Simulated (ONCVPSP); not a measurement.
Building the ONCV potential for C (Wu-Cohen, non-relativistic).

The input file (ONCVPSP 4.0.1):

```
# ATOM AND REFERENCE CONFIGURATION
# atsym  z   nc   nv     iexc    psfile
  C 6.00    1    2  -118130      upf
#
#   n    l    f
    1    0    2.00
    2    0    2.00
    2    1    2.00
#
# PSEUDOPOTENTIAL AND OPTIMIZATION
# lmax
    2
#
#   l,   rc,      ep,       ncon, nbas, qcut
    0    1.00    0.00    4    8    7.60
    1    2.20    0.00    4    9    5.80
    2    2.15    0.40    4    8    4.90
#
# LOCAL POTENTIAL
# lloc, lpopt,  rc(5),   dvloc0
    4    1    0.65    0.00
#
# VANDERBILT-KLEINMAN-BYLANDER PROJECTORs
# l, nproj, debl
    0    1    2.40
    1    2    2.30
    2    2    1.50
#
# MODEL CORE CHARGE
# icmod, fcfact, rcfact
    3    4.25    1.60
#
# LOG DERIVATIVE ANALYSIS
# epsh1, epsh2, depsh
   -2.00    5.00    0.02
#
# OUTPUT GRID
# rlmax, drl
    6.00    0.01
#
# TEST CONFIGURATIONS
# ncnf
    4
# nvcnf
#   n    l    f
    2
    2    0    2.00
    2    1    1.00
#
    2
    2    0    2.00
    2    1    0.00
#
    2
    2    0    1.00
    2    1    0.00
#
    2
    2    0    1.00
    2    1    3.00
#
```

Command:

```bash
oncvpspnr.x < C.dat > C.out
```

Resulting log (shortened: citation, most of the input echo, consistency checks and plot data are left out):

```
ONCVPSP  (Optimized Norm-Conservinng Vanderbilt PSeudopotential)
scalar-relativistic version 4.0.1

#   n    l    f        energy (Ha)
    1    0    2.00    -1.0019957E+01
    2    0    2.00    -5.0179579E-01
    2    1    2.00    -1.9274861E-01

Reference configufation results
  iterations    25
  all-electron total energy (Ha)   -3.76546196D+01

Begin loop to  construct optimized pseudo wave functions
and semi-local pseudopoentials for all angular momenta

Calculating optimized projector #   1

 for l=   0

    Fraction of norm inside rc  0.204218
    Optimizing pswf for qcut=   7.60 a_B^-1,  ecut=  28.90 Ha
    Residual kinetic energy error=  3.74D-05 Ha

    Energy error per electron        Cutoff
         Ha          eV             Ha
         0.01000     0.27211       13.40
         0.00100     0.02721       20.78
         0.00010     0.00272       26.52
         0.00001     0.00027       43.72

   Wellstate for l =  1  n =  4
     eigenvalue =   2.1073
     asymptotic potential =   2.6073
     half-point radius =  3.5521

Calculating optimized projector #   1

 for l=   1

    Fraction of norm inside rc  0.728765
    Optimizing pswf for qcut=   5.80 a_B^-1,  ecut=  16.84 Ha
    Residual kinetic energy error=  3.54D-06 Ha

    Energy error per electron        Cutoff
         Ha          eV             Ha
         0.01000     0.27211        8.74
         0.00100     0.02721       11.71
         0.00010     0.00272       13.91
         0.00001     0.00027       16.28

Calculating optimized projector #   2

 for l=   1

    Fraction of norm inside rc  0.304921
    Optimizing pswf for qcut=   5.80 a_B^-1,  ecut=  16.84 Ha
    Residual kinetic energy error=  2.01D-04 Ha

    Energy error per electron        Cutoff
         Ha          eV             Ha
         0.01000     0.27211       12.40
         0.00100     0.02721       15.16
         0.00010     0.00272       20.48
         0.00001     0.00027       66.86

   Wellstate for l =  2  n =  3
     eigenvalue =   0.4000
     asymptotic potential =   0.9000
     half-point radius =  4.9871

   Wellstate for l =  2  n =  4
     eigenvalue =   1.9000
     asymptotic potential =   2.4000
     half-point radius =  3.4541

Calculating optimized projector #   1

 for l=   2

    Fraction of norm inside rc  0.117619
    Optimizing pswf for qcut=   4.89 a_B^-1,  ecut=  11.98 Ha
    Residual kinetic energy error=  6.01D-06 Ha

    Energy error per electron        Cutoff
         Ha          eV             Ha
         0.01000     0.27211        2.40
         0.00100     0.02721        5.57
         0.00010     0.00272        8.76
         0.00001     0.00027       11.45

Calculating optimized projector #   2

 for l=   2

    Fraction of norm inside rc  0.367202
    Optimizing pswf for qcut=   4.89 a_B^-1,  ecut=  11.98 Ha
    Residual kinetic energy error=  8.36D-04 Ha

    Energy error per electron        Cutoff
         Ha          eV             Ha
         0.01000     0.27211        7.82
         0.00100     0.02721       11.64
         0.00010     0.00272       19.10
         0.00001     0.00027       53.81

Construct Vanderbilt / Kleinmman-Bylander projectors

B matrix Hermiticity error, ll=   1
   1   2   -3.0762E-08

  Orthonormal projector coefficients -3.3980E+00 -8.2489E-01

B matrix Hermiticity error, ll=   2
   1   2   -4.8109E-09

  Orthonormal projector coefficients -1.0628E+01 -9.3445E-01

Model core correction analysis
  based on d2Exc/dn_idn_j

d2excae - all-electron derivatives

   -5.004232D-02   -4.297394D-02
   -4.297707D-02   -4.095868D-02

d2excps - pseudofunction derivatives with no core correction

   -5.016634D-02   -4.516056D-02
   -4.516288D-02   -4.213670D-02

rms 2nd derivative error    1.655460E-03

rmatch, rhocmatch    0.5818    2.2133

Teter function model core charge with specified parameters

d2excps - pseudofunction derivatives with core correction

   -4.805754D-02   -4.338870D-02
   -4.339058D-02   -4.058626D-02

rms 2nd derivative error    1.051315E-03

Pseudoatom total energy   -5.335890

Diagnostic tests using Vanderbilt-Kleinman-Bylander pseudopotentials
  1 or more projectors used as specified by nproj input data

   l    rcore       rmatch      e in        delta e   norm test  slope test

   0   1.0028271   1.0332751  -0.5017958  -0.0000000   1.0000000   1.0000000

   1   2.2088160   2.2758804  -0.1927486  -0.0000001   0.9999998   0.9999992
   1   2.2088160   2.2758804   2.1072514   0.0000000   1.0000000   1.0000000

   2   2.1565901   2.2220689   0.4000000  -0.0000000   1.0000000   1.0000000
   2   2.1565901   2.2220689   1.9000000   0.0000000   1.0000000   1.0000000

 Testing for bound ghosts
   n   l    E NL Schr. Eq   E Basis Diag.   E Cutoff

   1   0       -0.501796       -0.422657    184.95

   2   1       -0.192749       -0.191574     80.91

 Testing for highly-localized positive-energy ghosts
       l    <radius>/rc     E Basis Diag.   E Cutoff

       2        0.358295        1.135810     73.46  WARNING - GHOST(+)

Test configuration 0

   n   l     f        eae           eps        diff
   1   0  2.0000  -10.01995713
   2   0  2.0000   -0.50179579   -0.50179579   -5.64D-09
   2   1  2.0000   -0.19274861   -0.19274876   -1.47D-07

    Total energies and differences
      AE_ref= -3.76546196D+01  AE_tst= -3.76546196D+01  dif=  0.00D+00
      PS_ref= -5.33589000D+00  PS_tst= -5.33589000D+00  dif= -6.22D-15
      PSP excitation error=  6.22D-15

Test configuration 1

   n   l     f        eae           eps        diff
   1   0  2.0000  -10.57235467
   2   0  2.0000   -0.94292136   -0.94053665    2.38D-03
   2   1  1.0000   -0.62304433   -0.61774858    5.30D-03

    Total energies and differences
      AE_ref= -3.76546196D+01  AE_tst= -3.72570169D+01  dif=  3.98D-01
      PS_ref= -5.33589000D+00  PS_tst= -4.94017600D+00  dif=  3.96D-01
      PSP excitation error=  1.89D-03

Test configuration 2

   n   l     f        eae           eps        diff
   1   0  2.0000  -11.31230612
   2   0  2.0000   -1.47865353   -1.46622186    1.24D-02

    Total energies and differences
      AE_ref= -3.76546196D+01  AE_tst= -3.63722560D+01  dif=  1.28D+00
      PS_ref= -5.33589000D+00  PS_tst= -4.06844430D+00  dif=  1.27D+00
      PSP excitation error=  1.49D-02

Test configuration 3

   n   l     f        eae           eps        diff
   1   0  2.0000  -12.16845796
   2   0  1.0000   -2.05395626   -2.03847212    1.55D-02

    Total energies and differences
      AE_ref= -3.76546196D+01  AE_tst= -3.46074084D+01  dif=  3.05D+00
      PS_ref= -5.33589000D+00  PS_tst= -2.31770718D+00  dif=  3.02D+00
      PSP excitation error=  2.90D-02

Test configuration 4

   n   l     f        eae           eps        diff
   1   0  2.0000  -10.05366704
   2   0  1.0000   -0.51822191   -0.51999033   -1.77D-03
   2   1  3.0000   -0.20856261   -0.20965802   -1.10D-03

    Total energies and differences
      AE_ref= -3.76546196D+01  AE_tst= -3.73452506D+01  dif=  3.09D-01
      PS_ref= -5.33589000D+00  PS_tst= -5.02617332D+00  dif=  3.10D-01
      PSP excitation error= -3.48D-04
```

oncvpspnr.x prints “scalar-relativistic version” in its banner although the run is non-relativistic.

The run took about 2.1 s on one core of a shared server CPU.
